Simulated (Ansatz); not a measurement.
C₃H₆O₂Si, SMILES `COC#CO[SiH3]`. The species carries charge 0 and has multiplicity 1. Geometry: relaxed with PBE0-D4/def2-TZVP.

```xyz
12

C    -2.744    0.135   -1.052
O    -1.976    0.384    0.125
C    -0.706    0.110   -0.001
C     0.461   -0.135   -0.094
O     1.734   -0.407   -0.208
Si    2.791   -0.131    1.059
H    -2.688   -0.922   -1.324
H    -2.380    0.748   -1.879
H    -3.770    0.405   -0.808
H     2.383   -0.939    2.234
H     2.785    1.309    1.409
H     4.108   -0.558    0.538
```

Q: What is the dipole moment at PBE/def2-TZVPP? (Best estimate.)

A: Computed: 0.49 D, with components (-0.23, -0.06, -0.42) D in this frame, pointing from negative to positive charge.

Q: And with r2SCAN, B3LYP, ωB97M-V? (Best estimate.)

A: Ansatz gave: r2SCAN 0.52 D, B3LYP 0.49 D, ωB97M-V 0.52 D.

Q: Give the Mulliken charges with PBE, ωB97M-V, B3LYP in def2-TZVPP. (Estimate.)

A: Computed: 
```csv
atom,PBE,ωB97M-V,B3LYP
C1,-0.12,-0.17,-0.11
O2,-0.21,-0.29,-0.28
C3,0.03,0.09,0.07
C4,0.03,0.08,0.07
O5,-0.27,-0.36,-0.35
Si6,0.37,0.31,0.43
H7,0.11,0.13,0.11
H8,0.11,0.13,0.11
H9,0.11,0.13,0.12
H10,-0.05,-0.02,-0.05
H11,-0.05,-0.02,-0.05
H12,-0.05,-0.02,-0.06
```

B3LYP here is the variant with VWN-RPA as its local correlation; programs differ in this.
